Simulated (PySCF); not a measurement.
A species of formula C4H12Si has this rotational fingerprint, computed with PBE0-D3(BJ)/def2-SVP geometry optimisation, gas phase in PySCF:

```
Rotational constants : A = 3081, B = 3078, C = 3078 MHz
Dipole components    : |μa| = 0.00 D, |μb| = 0.00 D, |μc| = 0.00 D
Inertial defect      : -164.00 u·Å²
```

Question: Which candidate fits, each taken in the one conformer that was computed?
A. SiEt2H2 (`[H][Si]([H])(CC)CC`)
B. `[CH3:1][CH2:2][CH2:3][SiH2:4][CH3:5]` with C1–C2–C3–Si4 179°, C2–C3–Si4–C5 -61°
C. `C[Si](C)(C)C`
D. `[CH3:1][CH2:2][SiH2:3][CH2:4][CH3:5]` with C1–C2–Si3–C4 180°, C2–Si3–C4–C5 180° (diethylsilane)

Answer: C. It is C[Si](C)(C)C, a spherical top, point group Td. The candidates at the same level (rigid rotor, commonest isotopes):

```tsv
SMILES	A (MHz)	B (MHz)	C (MHz)	μa (D)	μb (D)	μc (D)	Δ (u·Å²)	point group	rotor
C[Si](C)(C)C	3081	3078	3078	0.00	0.00	0.00	-164.00	Td	spherical top
CC[SiH2]CC	13297	1500	1417	0.00	0.87	0.00	-18.45	C2v	near-prolate asymmetric top
CCC[SiH2]C	7955	1692	1522	0.45	0.61	0.28	-30.04	C1	near-prolate asymmetric top
[H][Si]([H])(CC)CC	13270	1500	1417	0.00	0.86	0.01	-18.50	near C2v	near-prolate asymmetric top
```

`CCC[SiH2]C` has A 158 % too high; `CC[SiH2]CC` has A 332 % too high; `[H][Si]([H])(CC)CC` has A 331 % too high. No structure here is proved a minimum.
